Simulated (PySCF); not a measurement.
A species of formula H8OSi3 has this rotational fingerprint, computed with PBE0-D3(BJ)/def2-SVP geometry optimisation, gas phase in PySCF 2.14.0:

- Rotational constants: A = 3795, B = 1936, C = 1416 MHz
- Dipole components: |μa| = 0.97 D, |μb| = 0.62 D, |μc| = 0.45 D
- Inertial defect: -37.34 u·Å²
- κ: -0.56

Task: Which structure is it? (One computed conformer of each.)
A. `[OH:1][SiH:2]([SiH3:3])[SiH3:4]` with H–O1–Si2–Si3 -178°
B. `[SiH3:1][O:2][SiH2:3][SiH3:4]` with Si1–O2–Si3–Si4 -13°

Result: A. It is O[SiH]([SiH3])[SiH3], an asymmetric top. The candidates at the same level (rigid rotor, commonest isotopes):

```tsv
SMILES	A (MHz)	B (MHz)	C (MHz)	μa (D)	μb (D)	μc (D)	Δ (u·Å²)	point group	rotor
O[SiH]([SiH3])[SiH3]	3795	1936	1416	0.97	0.62	0.45	-37.34	–	asymmetric top
[SiH3]O[SiH2][SiH3]	5274	1679	1334	0.13	0.30	0.06	-18.06	–	asymmetric top
```

`[SiH3]O[SiH2][SiH3]` has A 39 % too high. No structure here is proved a minimum.
